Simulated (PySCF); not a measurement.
Species: C₇H₁₀OSi.
SMILES: `C1=CC(=C)/C1=C(/O[SiH3])C`

Torsions of this conformer, `[CH2:1]=[C:2]1[CH:3]=[CH:4]/[C:5]1=[C:6](/[CH3:7])[O:8][SiH3:9]`: C5–C6–O8–Si9 163°.

The closed-shell ground state was solved at several levels (PySCF, density fitting, gas phase, non-relativistic). The structure is a single PBE0-D3(BJ)/def2-SVP conformer in the gas phase; no vibrational or solvent corrections.

| level | basis functions | total energy (Eh) | HOMO (eV) | LUMO (eV) | gap (eV) | dipole (D) |
| --- | --- | --- | --- | --- | --- | --- |
| wB97X-D/def2-SVPD | 267 | -636.9513 | -7.72 | 0.97 | 8.69 | 1.05 |
| PBE0/pcSseg-1 | 210 | -636.8182 | -5.96 | -0.73 | 5.23 | 1.24 |

(1) Estimate the row for HF/pcSseg-1, a basis of 210 functions; the other rows only guide the guess.

(2) Over all these levels, which gives the widest orbital gap and which the narrowest?

(3) How far do the dipole and the HOMO energy spread over the levels?

## Answers

(1) Total energy -634.5423 Eh, HOMO -8.02 eV, LUMO 3.11 eV, gap 11.13 eV, dipole 1.21 D.

(2) HF/pcSseg-1 (Hartree–Fock, all exact exchange) has the widest, 11.13 eV, and PBE0/pcSseg-1 (global hybrid, 25 % exact exchange) the narrowest, 5.23 eV. The two share the basis. From the narrowest to the widest the HOMO moves by -2.06 eV and the LUMO by +3.84 eV. The HOMO need not be the same orbital at Hartree–Fock and at DFT levels.

(3) The dipole runs from 1.05 to 1.24 D (mean 1.17 D) and the HOMO from -8.02 to -5.96 eV.

Note: wB97X-D ran without an empirical dispersion term, which enters the total energy and its gradient alone.
